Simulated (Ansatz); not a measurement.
Input for Ansatz (an electronic-structure program): R-wB97M-V/def2-TZVPPD on N2 (SMILES N#N) with ghost functions, monomers drawn apart or pushed together. Files ending in .json are basis or fitting sets from the Basis Set Exchange.

Ansatz 0.2 input:
```yaml
crystal:
  periodic: [false, false, false]
  atoms:
    - {symbol: N, position_ang: [0.15313107, -0.64639390, -1.14563864]}
    - {symbol: N, position_ang: [0.36035999, -0.46325078, -0.09117521]}
basis:
  gaussian:
    orbitals: def2-TZVPPD.json
    ghost_atoms:
      - {symbol: O, position_ang: [0.82049351, 0.23013037, 3.89474271]}
      - {symbol: Si, position_ang: [-0.57347165, 0.34397142, 4.76915807]}
      - {symbol: H, position_ang: [0.75326263, 0.06509581, 2.95023152]}
      - {symbol: H, position_ang: [-1.43363214, 1.45613645, 4.29143262]}
      - {symbol: H, position_ang: [-0.16382759, 0.59552040, 6.16497994]}
      - {symbol: H, position_ang: [-1.37077493, -0.90675350, 4.69906138]}
hamiltonian:
  xc: {name: wB97M-V}
scf: {lower_state_search: off}
```

Output:

```
Functional definition: wB97M-V
[...]
these checks for a lower state are left out or cut short: stability, starts, cluster_reference, orbital_swaps, neighbouring_geometries, increment
integrals: 0.17 GiB planned
1050 factors; their error is unknown
integrals: 0.20 GiB planned
293 factors; integrals over basis functions are off by at most 7.1e-5 eV
mean field: 1.25 GiB planned
mean field evaluation 1: about -2980.6051 eV, gradient 1.6e1 eV
mean field evaluation 2: about -2980.9951 eV, gradient 6.7e0 eV
mean field evaluation 4: about -2981.0712 eV, gradient 8.9e-2 eV
mean field evaluation 8: about -2981.0784 eV, gradient 4.2e-4 eV
mean field -2981.07838869 eV, -109.5526101367 hartree, gradient 1.5e-6 eV, S^2 0.000000; 0 other end points of the search recorded, 0 dependent functions left out
reference -2981.07842324 eV, -109.5526114067 hartree; 7, 7 occupied and 223, 223 virtual orbitals, 1050 factors
Total energy: -2981.07842324 eV, -109.5526114067 hartree
Checks for a lower state left out: stability, starts, cluster_reference, orbital_swaps, neighbouring_geometries, increment
```

The calculation finished and met its thresholds.

Cost: around 4 core-seconds (rough).
